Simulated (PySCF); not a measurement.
# From computed data to an observable: entropy of an ideal gas

Zn(OH)(SH) (H2OSZn), SMILES [OH][Zn][SH].

Geometry optimised at PBE0-D3(BJ)/def2-TZVP. The values are those of a single conformer.

PySCF with PBE0-D3(BJ)/def2-TZVP gives the harmonic wavenumbers 128, 134, 162, 391, 661, 690, 758, 2703, 3911 cm⁻¹ and the rotational temperatures 9.8567, 0.1245, 0.1239 K. The molar mass is 115.45 g/mol, the symmetry number 1, the spin multiplicity 1.

Work out the entropy at 298.15 K and 1 atm in the rigid-rotor, harmonic-oscillator model.


Translation (Sackur–Tetrode at 1 atm): S = R[1.5 ln M + 2.5 ln T − 1.16487] = 168.0 J/(mol K).
Rotation: q = (√π/σ) T^1.5/√(θA θB θC) = 23400, S = R[ln q + 3/2] = 96.1 J/(mol K).
Vibration: with u = 1.4388 ν/T, each mode gives R[u/(e^u − 1) − ln(1 − e^−u)]:
```csv
ν (cm⁻¹),modes,u,S (J/(mol K))
128,1,0.62,12.45
134,1,0.65,12.08
162,1,0.78,10.57
391,1,1.89,4.17
661,1,3.19,1.49
690,1,3.33,1.33
758,1,3.66,1.02
```
The stiffer modes add less than 0.005 each. Sum 43.1 J/(mol K).
Spin: R ln 1 = 0.0 J/(mol K).
Total 307.2 J/(mol K); the program's own thermochemistry gives 307.2. Translation makes up 55 % and vibration 14 %. Anharmonicity, hindered rotation and orbital degeneracy are left out.
